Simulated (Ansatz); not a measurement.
Consider the redistribution: `[O]=[Nb]([OH])([OH])[Cl]` + `[OH][Sn]([OH])([F])[Cl]` → `[O]=[Nb]([OH])([Cl])[Cl]` + `[OH][Sn]([OH])([OH])[F]`.

Calculated with Ansatz (gas phase, PBE0-D4/def2-TZVP geometries, no zero-point term in ΔE). CCSD(T)/CBS is the MP2 limit (def2-TZVPP, def2-QZVPP) plus CCSD(T) − MP2 in def2-TZVPP, frozen cores. Functionals use def2-TZVPP. HSE06 is defined as in plane-wave codes. Elements past krypton have def2 core potentials. For Nb, Sn outer-core shells are correlated without core-valence functions, which leaves a few kJ/mol of doubt a bond. Each species was taken in one conformer, which may not be the lowest.

```csv
level,ΔE (kJ/mol)
revPBE-D4,36.8
B97M-V,37.1
B2PLYP,34.1
HSE06,39.3
CCSD(T)/def2-SVP,45.7
HF/def2-TZVPP,46.3
MP2/def2-TZVPP,24.9
SCS-MP2/def2-QZVPP,28.0
```

Q: What does CCSD(T)/CBS give? (An estimate is asked.)

A: Computed: +33.7 kJ/mol. The listed levels differ from it by 3.1, 3.4, 0.4, 5.6, 12.0, 12.6, -8.8, -5.7 kJ/mol.

Largest T1 diagnostic among the species: 0.022, so the coupled-cluster value is less sure than usual.

From BLYP to BHLYP (50 % exact exchange), in def2-TZVPP and without D4, ΔE moves by +4.4 kJ/mol. At CCSD(T), def2-SVP lies +12.0 kJ/mol from the extrapolated value and def2-TZVPP −0.9 kJ/mol.
